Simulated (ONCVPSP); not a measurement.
## What one change does to a pseudopotential (platinum (Pt), ONCV)

platinum, optimised norm-conserving Vanderbilt (ONCV), made with ONCVPSP 4.0.1 (PBE, fully relativistic). Core [Xe], reference 4f14 5d9 6s0.5 6p0.5. Waves: 6s: rc 2.25 bohr, ncon 3, nbas 7, qcut 2.5 1/bohr, 3 projectors, debl 2.6 Ha; 6p: rc 3.10 bohr, ncon 4, nbas 6, qcut 3.2 1/bohr, 3 projectors, debl 1 Ha; 5d: rc 1.60 bohr, ncon 4, nbas 7, qcut 6.2 1/bohr, 2 projectors, debl 1.3 Ha; 4f: rc 0.65 bohr, ncon 5, nbas 10, qcut 26.9 1/bohr, 2 projectors, debl 2.7 Ha. Local part: polynomial inside 0.55 bohr (lpopt 4, dvloc0 0 Ha). Core correction: none.

Open shells are filled in proportion to 2j + 1.

Change: d: qcut 4.1.

Cutoffs: the cutoffs (Ha) at which the residual kinetic energy of the hardest occupied pseudo-wave falls to 1 and 0.1 mHa per electron; they do not see the model core or the augmentation charge, which bear on the density cutoff. Errors are all-electron minus pseudo energies relative to the spin-unpolarised reference configuration.

**Question.** How do hardness, ghosts and transferability respond?

**Answer.** The potential gets neither clearly harder nor softer (326 Ha and 356 Ha → 326 Ha and 356 Ha); the bound ghosts move from p, s to d, p, s; of the 3 tests that both files solve, the error grows in 1 and shrinks in 0 by more than 15 % and 0.3 meV (median size 0.0 → 0.1 meV).

```tsv
quantity	base	changed
cutoff, loose	326 Ha	326 Ha
cutoff, tight	356 Ha	356 Ha
loose cutoff by channel	s 7.7 Ha, p 3.2 Ha, d 19 Ha, f 326 Ha	s 7.7 Ha, p 3.2 Ha, d 61 Ha, f 326 Ha
bound ghosts	s, p3/2, p1/2	s, p3/2, d5/2, p1/2, d3/2
GHOST(+) flags under 300 eV	s at 10.4 eV, p3/2 at 36.8 eV, p1/2 at 55.5 eV, d5/2 at 207.2 eV	s at 10.4 eV, p3/2 at 36.8 eV, p1/2 at 55.5 eV
tests with a reliable result	3 of 4	3 of 4
error for 4f14 5d9 6s1 6p0, meV [ΔE -2.44 eV]	0.0	+0.1
error for 4f14 5d9 6s0 6p0, meV [ΔE 6.77 eV]	+3.6	+4.2
error for 4f14 5d9 6s0.5 6p0, meV [ΔE 1.26 eV]	0.0	0.0
s: phases at 2.28 bohr within 0.05 rad from the reference energy up to (Ha; the scan ends near 5)	0.3	0.3
p3/2: phases at 3.16 bohr within 0.05 rad from the reference energy up to (Ha; the scan ends near 5)	n/a	n/a
p1/2: phases at 3.16 bohr within 0.05 rad from the reference energy up to (Ha; the scan ends near 5)	to the end of the scan	to the end of the scan
d5/2: phases at 1.62 bohr within 0.05 rad from the reference energy up to (Ha; the scan ends near 5)	4.8	4.7
d3/2: phases at 1.62 bohr within 0.05 rad from the reference energy up to (Ha; the scan ends near 5)	4.8	4.7
f7/2: phases at 0.66 bohr within 0.05 rad from the reference energy up to (Ha; the scan ends near 5)	to the end of the scan	to the end of the scan
f5/2: phases at 0.66 bohr within 0.05 rad from the reference energy up to (Ha; the scan ends near 5)	to the end of the scan	to the end of the scan
```

 A true bound ghost makes a file unfit for plane-wave use even where its test errors are small: the radial tests pick states by their node count and pass the ghost by.
